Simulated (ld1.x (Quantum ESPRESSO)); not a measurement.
palladium: from the effect back to the setting (TM)

Base potential:

palladium (Pd), norm-conserving Troullier–Martins (Kleinman–Bylander form), made with ld1.x (Quantum ESPRESSO) 7.5 (Wu–Cohen, scalar-relativistic). Core [Ar] 3d10 4s2, reference 4p6 4d10 5s0. Waves: 5s (bound, empty): rc 1.85 bohr; 4p (bound): rc 1.70 bohr; 4d (bound): rc 1.85 bohr. Local part: all-electron potential smoothed inside 1.35 bohr (lloc = -1). Core correction: none.

Cutoffs, loose and tight: the cutoffs (Ry, on a coarse ladder) from which the occupation-weighted sum of valence levels, in a spherical-Bessel basis at the reference potential, stays within 10 and 1 mRy of its value at 400 Ry. They do not see the model core or the augmentation charge, which bear on the density cutoff. Test errors are all-electron minus pseudo excitation energies from the reference, over the configurations 4p6 4d9 5s0; 4p6 4d8 5s0; 4p6 4d7 5s0; 4p5 4d10 5s0; 4p6 4d9.5 5s0; 4p6 4d8 5s1; 4p6 4d6 5s0; variants that change the core or the reference have their own tests. The largest error is taken over the tests solved by every variant that gives reliable tests at all, those not shown here included: 4p5 4d10 5s0; 4p6 4d6 5s0; 4p6 4d7 5s0; 4p6 4d8 5s0; 4p6 4d9 5s0; 4p6 4d9.5 5s0.

Only the rcloc is moved (1 further runs of the sweep failed or gave no value and are left out):

```csv
rcloc (bohr),"cutoff, loose","cutoff, tight",bound ghosts,largest test error (meV),median size of the test errors
0.72,55 Ry,80 Ry,s,-93,2.9 meV
1.24,55 Ry,80 Ry,s,-100,7.2 meV
1.36,55 Ry,80 Ry,s,-98,7.4 meV
1.7,55 Ry,80 Ry,s,-110,38.7 meV
2.18,55 Ry,80 Ry,none,-302,144.5 meV
```

One more run gave cutoff, loose: 55 Ry; cutoff, tight: 80 Ry; bound ghosts: s; largest test error (meV): -156; median size of the test errors: 80.5 meV. Which value of the rcloc was used?

1.9 bohr. The median size of the test errors moves one way along this sweep, from 2.9 meV at 0.72 to 144.5 meV at 2.18 bohr, which places the run between 1.7 and 2.18 bohr.
